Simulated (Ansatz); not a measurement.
GeH2Me(vinyl) (C3H8Ge), 12 atoms. Hardware: 2 threads of Arm Neoverse V1 on a shared host.

Correlated methods freeze 12 core orbitals; core or outer-core shells of Ge are correlated, in sets that lack core-valence functions.

Task: How many basis functions does each of these Ansatz runs have, and roughly what does it cost? CCSD(T)/def2-SVP, charge 0 singlet, energy, from earlier orbitals; B97M-V/def2-TZVP, charge 0 singlet, energy, from earlier orbitals; LC-ωPBE/def2-TZVP, charge 0 singlet, energy, from earlier orbitals; HF/STO-3G, charge 0 singlet, energy; MP2/def2-TZVP, charge 0 singlet, energy, from earlier orbitals; PBE0-D4/def2-SVP, charge 0 singlet, energy, from earlier orbitals; r2SCAN0-D4/def2-TZVP, charge 0 singlet, energy, from earlier orbitals; r2SCAN-D4/def2-SVP, charge 0 singlet, relaxation, 6 steps; PBE0-D4/def2-TZVP, charge 0 singlet, energy, from earlier orbitals; PBE-D4/def2-SVP, charge 0 singlet, energy, from earlier orbitals; PBE0-D4/def2-SVP, charge 0 singlet, energy with a search over starts; PBE-D4/def2-TZVP, charge 0 singlet, energy and forces, from earlier orbitals.

Result: Other jobs shared the machine, so times can vary by a factor of up to 3. A dash marks memory too small to be measured apart from the calling script's.

```
                                                                         run  functions  fitting or Cholesky vectors  wall time  peak host memory (GiB)
                                         HF/STO-3G, charge 0 singlet, energy         41                          497      0.2 s                       –
            PBE-D4/def2-SVP, charge 0 singlet, energy, from earlier orbitals        114                         1289      1.6 s                       –
           PBE0-D4/def2-SVP, charge 0 singlet, energy, from earlier orbitals        114                         1328        2 s                       –
        PBE0-D4/def2-SVP, charge 0 singlet, energy with a search over starts        114                         1328      3.1 s                       –
              MP2/def2-TZVP, charge 0 singlet, energy, from earlier orbitals        189                         1310      3.4 s                       –
PBE-D4/def2-TZVP, charge 0 singlet, energy and forces, from earlier orbitals        189                         1250      3.5 s                       –
          LC-ωPBE/def2-TZVP, charge 0 singlet, energy, from earlier orbitals        189                         1250      3.6 s                       –
          PBE0-D4/def2-TZVP, charge 0 singlet, energy, from earlier orbitals        189                         1293      4.1 s                       –
       r2SCAN0-D4/def2-TZVP, charge 0 singlet, energy, from earlier orbitals        189                         1293        7 s                       –
           B97M-V/def2-TZVP, charge 0 singlet, energy, from earlier orbitals        189                         1250       13 s                       –
           CCSD(T)/def2-SVP, charge 0 singlet, energy, from earlier orbitals        114                         1167       15 s                    0.59
                   r2SCAN-D4/def2-SVP, charge 0 singlet, relaxation, 6 steps        114                         1289       16 s                       –
```
